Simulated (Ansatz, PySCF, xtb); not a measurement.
Dimer: HCl (SMILES Cl) (first 2 atoms) with HBr (SMILES Br); geometry from B3LYP-D3(BJ)/def2-TZVP, rigid monomers moved along the line of their centres of mass till Cl1···H4 is 2.28 Å.
(charge 0, multiplicity 1):
```xyz
4

Cl     0.5348    -0.4660    -0.2256
H      0.8003     0.7857    -0.1236
Br     0.2008    -0.3170     3.4367
H      0.2787    -0.5997     2.0366
```

Interaction energies are E(AB) − E(A) − E(B) at the monomers' geometry in the complex; basis-set methods are counterpoise corrected.

Frozen-core correlation. Filled d and f shells under p-block atoms count as core. CBS: X⁻³ extrapolation of the correlation energy, Hartree–Fock from the larger set.

Programs: Ansatz (Gaussian basis) for Hartree–Fock, density functionals and correlated methods; PySCF for the dispersion terms; xtb for the GFN methods. Each number belongs to the level named beside it.

```tsv
level	interaction energy (kcal/mol)
GFN1-xTB	-0.79
HF/def2-TZVPPD	1.94
HF/def2-QZVPPD	1.92
PBE-D3(BJ)/def2-TZVPPD	-2.09
r2SCAN/def2-TZVPPD	-1.31
r2SCAN-D3(BJ)/def2-TZVPPD	-1.56
CCSD/def2-QZVPPD	-0.26
CCSD(T)/def2-SVPD	0.29
CCSD(T)/CBS(def2-TZVPPD, def2-QZVPPD)	[?]
```

Fill in the missing entries.


- CCSD(T)/CBS(def2-TZVPPD, def2-QZVPPD), interaction energy (kcal/mol): -1.02

Ansatz is a quantum-chemistry and plane-wave program.
